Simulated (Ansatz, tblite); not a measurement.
Cost and result up the ladder for Ge₃H₅⁻ (8 atoms). Charge -1, multiplicity 1. Geometry: PBE-D4/def2-SVPD.

Cartesian coordinates in Å:
```
Ge -1.853 0.812 1.097
Ge 1.844 0.473 -1.302
Ge -0.200 -0.302 -0.267
H -1.021 -1.024 -1.427
H -1.110 0.879 2.507
H 2.832 0.515 -0.051
H 2.313 -0.915 -1.939
H -2.805 -0.439 1.382
```

Ansatz on 4 threads of Arm Neoverse V1 on a shared host; xTB runs through tblite on one thread. Times are rough, summed over both states, and most runs start from the orbitals of an earlier one. No level here is sound enough to serve as a yardstick. The other state is a triplet.

The xTB rows come from tblite. The structure comes from a short search, and lower isomers may exist.

xTB has no spin-polarisation term.

```csv
level,functions,wall time,vertical triplet (eV),remarks
GFN2-xTB,32,0.008 s,1.42,–
PBE-D4/def2-TZVPD,207,8.9 s,1.26,"HOMO above zero (triplet), restricted SCF unstable in HF (singlet)"
PBE0-D4/def2-TZVPD (with forces),207,18 s,1.15,restricted SCF unstable in HF (singlet)
r2SCAN-D4/def2-TZVPD,207,21 s,1.13,"HOMO above zero (triplet), restricted SCF unstable in HF (singlet)"
```
